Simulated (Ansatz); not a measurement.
```yaml
crystal:
  periodic: [true, true, true]
  atoms:
    - {symbol: B, position_ang: [-1.268755, 1.805173, 0.076306]}
    - {symbol: S, position_ang: [-1.407774, -0.029787, 0.773319]}
    - {symbol: C, position_ang: [0.485111, -0.767761, 0.574789]}
    - {symbol: N, position_ang: [0.858447, -1.010442, -0.976603]}
    - {symbol: H, position_ang: [-2.396870, 2.520571, 0.063148]}
    - {symbol: H, position_ang: [-0.095328, 2.292333, -0.333294]}
    - {symbol: H, position_ang: [0.501762, -1.770697, 1.286586]}
    - {symbol: H, position_ang: [1.257703, 0.049093, 1.051122]}
    - {symbol: H, position_ang: [0.213991, -1.825968, -1.429701]}
    - {symbol: H, position_ang: [1.944784, -1.319748, -1.082200]}
basis:
  gaussian: {orbitals: aug-cc-pVTZ}
magnetization: {spin_polarized: true, initial_magnetization: 0}
hamiltonian: {xc: {name: wB97X-V}}
accuracy: high
output: {forces: true}
```

```sh
$ ansatz run in.yaml --threads 2 --pin off --events-out ev --progress --plain --max-ram 4352MiB
```

(1) How does Ansatz answer? (An estimate is asked.)

Results:

(1) Ansatz gave: The program refused the input.
```
Error: YAML parse error: error: line 2 column 3: crystal: missing field `lattice` (a structure is typed as `lattice` and `atoms`, a molecule's as `atoms` in Å alone, or read from a run's directory, `checkpoint`)
 --> <input>:2:3
1 | crystal:
2 |   periodic: [true, true, true]
3 |   atoms:
4 |     - {symbol: B, position_ang: [-1.268755, 1.805173, 0.076306]}
```
